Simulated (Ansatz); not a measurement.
The same hydrogen abstraction along the group F, Br, I.

Computed with Ansatz on PBE0-D4/def2-TZVP structures; ΔE is electronic, products minus reactants. CCSD(T)/CBS adds triple-zeta CCSD(T) − MP2 to the extrapolated MP2 energy (def2 sets, frozen cores). This one scheme is used for every species. DFT in def2-TZVPP. No spin–orbit coupling; open shells (•) take unrestricted orbitals. def2 core potentials past Kr. For Br, I outer-core shells are correlated without core-valence functions, which leaves a few kJ/mol of doubt a bond. Scalar relativity is left out up to krypton.

```
                             reaction  CCSD(T)/CBS(def2) (kJ/mol)
    `FCF` + `[OH]`• → `F[CH]F`• + H₂O                           ?
`BrCBr` + `[OH]`• → `Br[CH]Br`• + H₂O                         -90
    `ICI` + `[OH]`• → `I[CH]I`• + H₂O                         -92
```

(1) Fill in the missing values. (An estimate is asked.)

Largest T1 diagnostic: 0.016, for `I[CH]I`•.

Results:

(1) Computed: `FCF` + `[OH]`• → `F[CH]F`• + H₂O: -70.8 kJ/mol.
